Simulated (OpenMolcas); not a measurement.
An atom or ion with 80 electrons was computed by SS-RASPT2, IPEA 0.25 Eh, imaginary shift 0.1 Eh with spin-orbit coupling (OpenMolcas, ANO-RCC-VQZP, DKH2). The lowest levels that the run gave, each within 12 % of the measured value where one is at hand:

```json
{"J": "0", "Parity": "even", "E (eV)": "0.0000", "g": ""}
{"J": "0", "Parity": "odd", "E (eV)": "4.497", "g": ""}
{"J": "1", "Parity": "odd", "E (eV)": "4.702", "g": "1.496"}
{"J": "2", "Parity": "odd", "E (eV)": "5.166", "g": "1.501"}
{"J": "1", "Parity": "odd", "E (eV)": "6.406", "g": "1.005"}
```

Q: Which ion is it, and what are the configurations and terms?

A: Hg I (Z = 80, neutral; active space 2 electrons in 9 orbitals (RAS2 6s 6p; RAS3 6d, at most 2 electrons)). J, parity and g give the terms where levels are pure, and mixed ones are named by the computed weights; the size of the splittings, set against known spectra of the 80-electron sequence, gives the charge. In order, with the measured energies in eV (NIST Handbook of Basic Atomic Spectroscopic Data): 6s² ¹S₀, 6s 6p ³P°₀ (4.6674), 6s 6p ³P°₁ (4.8865), 6s 6p ³P°₂ (5.4606), 6s 6p ¹P°₁ (6.7037).

Some high roots are left out of the spin-orbit mixing, which shifts the levels that they would mix with. Active for correlation alone: 6d; no level in the range computed is led by a configuration that fills it, so any true level of that kind is missing. Spin-orbit splittings of 6p shells tend to come out small when the coupling is added on scalar orbitals. Measured partners are found by configuration, term and J. A level has none where our copy of the source lacks it or the pairing is in doubt (some pairs that miss far off the trend of their configuration count as doubtful), and it then counts in no deviation. Only configurations of the active space appear.

° marks odd parity.
